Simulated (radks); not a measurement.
Question: Coherent X-ray form factor from a spherical all-electron density. Method: non-relativistic Kohn-Sham, LB94 model potential, spin-polarised, spherical densities, point nucleus; computed with a radial shooting solver on a logarithmic mesh with Libxc functionals.

| sin(theta)/lambda (1/angstrom) | f0 (electrons) |
|---|---|
| 0.05 | 46.658 |
| 0.1 | 45.668 |
| 0.15 | 44.123 |
| 0.2 | 42.157 |
| 0.25 | 39.920 |
| 0.3 | 37.548 |
| 0.4 | 32.839 |
| 0.5 | 28.632 |
| 0.6 | 25.164 |
| 0.8 | 20.357 |
| 1 | 17.408 |
| 1.25 | 14.682 |
| 1.5 | 12.231 |
| 2 | 8.294 |

The species is in the configuration that NIST lists as its ground one. Which atom or ion scatters so?

Answer: The xenon ion Xe7+, [Kr] 4d10 5s1. Extrapolating in s^2 from the first two rows gives f0(0) = 47.0, near the electron count 47; among species with that count, the fall with angle is slower the higher Z, and the table is that of Z = 54; from so few rows the species is fixed only to a neighbour or two.
